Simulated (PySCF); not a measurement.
## From computed data to an observable: oscillator strength and radiative lifetime

dimethyl telluride (C2H6Te), SMILES [Te](C)C.

Coordinates come from a B3LYP-D3(BJ)/def2-SVP optimisation. The def2 effective core potentials stand for the cores of Te; spin–orbit coupling is left out.

TDA-PBE/def2-SVPD run with PySCF puts the first singlet state with f over 0.02 at 4.61 eV (vertical), with the transition dipole (0.000, -0.745, 0.000) in atomic units.

**Question.** Find the oscillator strength, the wavelength and the radiative lifetime that this transition would have in vacuum if emission retraced absorption.

**Answer.** 
|μ|² = 0.5550 au, so |μ| = 1.89 D. ΔE = 4.61/27.211 = 0.1694 hartree. f = (2/3) ΔE |μ|² = 0.063 (the program prints 0.063).
λ = 1239.84/4.61 = 269 nm; ν = 37182 cm⁻¹.
Einstein's coefficient A = 0.6670 ν² f s⁻¹ (ν in cm⁻¹) = 5.8e7 s⁻¹, so τ = 1/A = 17 ns. This state is S3; the lower singlets have f = 0.000, 0.000. The figure is the radiative limit of this one transition; relaxation, internal conversion, crossing to triplets and a medium change what is measured.
